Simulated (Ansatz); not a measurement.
Relaxation of As₂Se₃⁻ with UKS PBE-D4/def2-SVPD.

```sh
$ ansatz run in.yaml --threads 4 --pin off --events-out ev --progress --plain --max-ram 4787MiB
```

```yaml
crystal:
  periodic: [false, false, false]
  atoms:
    - {symbol: As, position_ang: [1.311918, -0.096314, -0.245928]}
    - {symbol: As, position_ang: [-1.303380, 0.268731, -0.145358]}
    - {symbol: Se, position_ang: [-1.609920, 2.495084, 0.269305]}
    - {symbol: Se, position_ang: [1.641257, -1.910239, -1.596375]}
    - {symbol: Se, position_ang: [-0.039875, -0.757261, 1.718367]}
basis:
  gaussian: {orbitals: def2-SVPD}
total_charge: -1
magnetization: {spin_polarized: true, initial_magnetization: 3}
hamiltonian: {xc: pbe, dispersion: d4}
scf: {lower_state_search: "off"}
output: {orbitals: {seedname: orbitals}}
relax: {f_tol: 0.02, max_steps: 100}
```

It took 75 s on 4 threads of Arm Neoverse V2 on a shared host.

Positions (Å) and forces (eV/Å) at steps 1, 2, 3, 4, 5, 6, 7, 9, 10, 11, 13, 15, 16, 18 of 18:

```xyz
5
step=1 energy=-317648.8719 eV
As    1.312   -0.096   -0.246    1.160    1.016   -0.438
As   -1.303    0.269   -0.145   -1.126   -0.342   -1.090
Se   -1.610    2.495    0.269    0.207    0.399    0.167
Se    1.641   -1.910   -1.596   -0.207   -0.389   -0.189
Se   -0.040   -0.757    1.718   -0.035   -0.684    1.550
5
step=2 energy=-317649.2536 eV
As    1.396    0.077   -0.227    0.360   -0.195    0.045
As   -1.386    0.139   -0.263   -0.365    0.106    0.159
Se   -1.460    2.415    0.251    0.120   -0.368   -0.005
Se    1.491   -1.840   -1.555   -0.126    0.254    0.264
Se   -0.041   -0.790    1.793    0.011    0.204   -0.463
5
step=3 energy=-317649.5997 eV
As    1.581    0.132   -0.200   -0.029   -0.650    0.479
As   -1.571    0.086   -0.293    0.000    0.086    0.804
Se   -1.396    2.342    0.303   -0.024   -0.426   -0.066
Se    1.424   -1.828   -1.468    0.019    0.334    0.270
Se   -0.038   -0.732    1.659    0.034    0.655   -1.487
5
step=4 energy=-317649.8850 eV
As    1.734    0.105   -0.164   -0.295   -0.440    0.353
As   -1.725    0.080   -0.254    0.275    0.033    0.574
Se   -1.389    2.298    0.345   -0.141   -0.083   -0.037
Se    1.414   -1.829   -1.408    0.141    0.080    0.042
Se   -0.034   -0.653    1.481    0.021    0.411   -0.932
5
step=5 energy=-317650.0306 eV
As    1.830   -0.040   -0.144    0.273    0.345    0.103
As   -1.824    0.164   -0.138   -0.270   -0.305   -0.194
Se   -1.523    2.366    0.394    0.001    0.418    0.147
Se    1.547   -1.914   -1.420    0.001   -0.391   -0.209
Se   -0.030   -0.577    1.307   -0.005   -0.068    0.154
5
step=6 energy=-317650.0187 eV rejected
As    2.021   -0.081   -0.150   -0.559   -0.487   -0.132
As   -2.015    0.200   -0.119    0.557    0.416    0.293
Se   -1.622    2.428    0.486   -0.198   -0.366   -0.091
Se    1.643   -2.025   -1.400    0.195    0.311    0.216
Se   -0.027   -0.522    1.183    0.005    0.126   -0.286
5
step=7 energy=-317650.0645 eV
As    1.866   -0.056   -0.176    0.140    0.178    0.034
As   -1.859    0.200   -0.149   -0.138   -0.143   -0.112
Se   -1.585    2.396    0.463   -0.023    0.227    0.105
Se    1.607   -1.986   -1.393    0.023   -0.231   -0.096
Se   -0.029   -0.554    1.255   -0.003   -0.031    0.070
5
step=9 energy=-317650.1105 eV
As    1.919   -0.092   -0.279    0.004   -0.113   -0.086
As   -1.909    0.301   -0.194   -0.003    0.140    0.025
Se   -1.734    2.455    0.651   -0.037   -0.108   -0.004
Se    1.750   -2.167   -1.304    0.035    0.074    0.078
Se   -0.026   -0.497    1.126    0.000    0.006   -0.012
5
step=10 energy=-317650.1298 eV
As    1.954   -0.126   -0.376   -0.014   -0.249   -0.147
As   -1.941    0.395   -0.236    0.017    0.275    0.085
Se   -1.846    2.476    0.813   -0.024   -0.255   -0.090
Se    1.856   -2.303   -1.207    0.023    0.240    0.129
Se   -0.024   -0.443    1.007   -0.001   -0.011    0.023
5
step=11 energy=-317650.1534 eV
As    1.920   -0.156   -0.532    0.023   -0.015    0.011
As   -1.900    0.530   -0.318   -0.025    0.004    0.017
Se   -1.946    2.440    0.982    0.007   -0.025    0.016
Se    1.948   -2.404   -1.062   -0.007    0.004    0.028
Se   -0.021   -0.410    0.930    0.002    0.032   -0.071
5
step=13 energy=-317650.1547 eV rejected
As    1.944   -0.238   -0.742   -0.003   -0.243   -0.022
As   -1.918    0.741   -0.401    0.001    0.180    0.165
Se   -2.102    2.377    1.249    0.063   -0.231   -0.200
Se    2.092   -2.562   -0.830   -0.059    0.304    0.034
Se   -0.016   -0.318    0.723   -0.002   -0.010    0.023
5
step=15 energy=-317650.1638 eV rejected
As    1.925   -0.208   -0.741    0.001   -0.131    0.006
As   -1.898    0.719   -0.421   -0.004    0.084    0.100
Se   -2.051    2.335    1.233   -0.007   -0.068   -0.088
Se    2.041   -2.521   -0.812    0.009    0.111   -0.008
Se   -0.017   -0.326    0.741    0.001    0.004   -0.010
5
step=16 energy=-317650.1652 eV
As    1.935   -0.208   -0.705   -0.021   -0.003    0.016
As   -1.910    0.693   -0.397    0.021   -0.011    0.015
Se   -2.044    2.362    1.193   -0.002    0.000    0.002
Se    2.036   -2.509   -0.859    0.002   -0.002    0.001
Se   -0.018   -0.338    0.768    0.000    0.015   -0.033
5
step=18 energy=-317650.1653 eV
As    1.932   -0.212   -0.717    0.002   -0.008   -0.002
As   -1.906    0.705   -0.402   -0.002    0.007    0.004
Se   -2.050    2.355    1.207    0.000   -0.006   -0.005
Se    2.042   -2.515   -0.844    0.000    0.008    0.001
Se   -0.017   -0.333    0.756    0.000   -0.001    0.002
```

At PBE-D4/def2-SVPD a doublet of charge -1 lies 1.29 eV below the quartet, each at its own geometry. The structure comes from a short search, and lower isomers may exist.
